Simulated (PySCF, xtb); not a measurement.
C₄H₈BN, SMILES C#CCB(C)N.

GFN2-xTB (xtb) at its own geometry gives an orbital gap of 5.35 eV and a dipole moment of 2.12 D.

The structure is a stationary point at PBE-D3(BJ)/def2-SVP. The structure was generated by enumeration, and PubChem lists no compound with its InChIKey, so it may never have been made. Other conformers were not sampled.

Q: What does PBE/def2-TZVP in PySCF give? (The exact figures need the calculation; the answer reports its results.)

A: gap 5.54 eV (levels -5.92 and -0.38 eV), dipole 2.26 D.
